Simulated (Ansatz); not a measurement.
Geometry optimisation, Ansatz, RKS r2SCANh-D4/def2-SVP.

The input (input.yaml):

```yaml
crystal:
  periodic: [false, false, false]
  atoms:
    - { symbol: Ge, position_ang: [0.419482, -0.19119, -0.392546] }
    - { symbol: O, position_ang: [-0.513445, -0.225091, 2.412501] }
    - { symbol: H, position_ang: [-1.208448, -0.891316, 2.498397] }
    - { symbol: F, position_ang: [1.165584, -0.328075, -1.914711] }
    - { symbol: F, position_ang: [0.126445, 1.45576, -0.13483] }
    - { symbol: F, position_ang: [-1.003936, -1.116462, -0.449276] }
    - { symbol: F, position_ang: [1.508801, -0.854824, 0.723522] }
    - { symbol: H, position_ang: [0.318417, -0.743401, 2.479943] }
basis:
  gaussian: { orbitals: def2-SVP }
hamiltonian:
  xc: r2scanh
  dispersion: d4
relax:
  f_tol: 0.03
  max_steps: 50
output:
  orbitals: {}
```

Run as:

```bash
$ ansatz run input.yaml --threads 4 --pin off --max-ram 5120MiB --backend cpu --events-out ev --progress --plain --runs-dir out
```

Q: Where does it end, and by what steps?

A: It converged. After 7 steps the energy has fallen by 0.333 eV; H3 moved furthest, 0.51 Å. Joined: Ge1–O2 (2.96 → 2.20 Å).

| step | energy less start (eV) | largest force component (eV/Å) | accepted |
| --- | --- | --- | --- |
| 0 | 0.0000 | 0.777 | yes |
| 1 | -0.0610 | 1.376 | yes |
| 2 | -0.1740 | 1.237 | yes |
| 3 | -0.2911 | 0.815 | yes |
| 4 | -0.3240 | 0.417 | yes |
| 5 | -0.3320 | 0.090 | yes |
| 6 | -0.3329 | 0.031 | yes |
| 7 | -0.3332 | 0.013 | yes |

```xyz
8
Properties=species:S:1:pos:R:3
Ge 0.353 -0.222 -0.099
O -0.379 -0.230 1.979
H -1.156 -0.806 1.999
F 0.932 -0.325 -1.709
F 0.125 1.460 0.053
F -1.059 -1.197 -0.242
F 1.697 -0.908 0.730
H 0.300 -0.666 2.513
```

Whether the end is a true minimum wasn't checked by a vibrational analysis.

The run took 27 s on 4 threads of Arm Neoverse V1, on a shared host, peak memory 0.31 GiB.
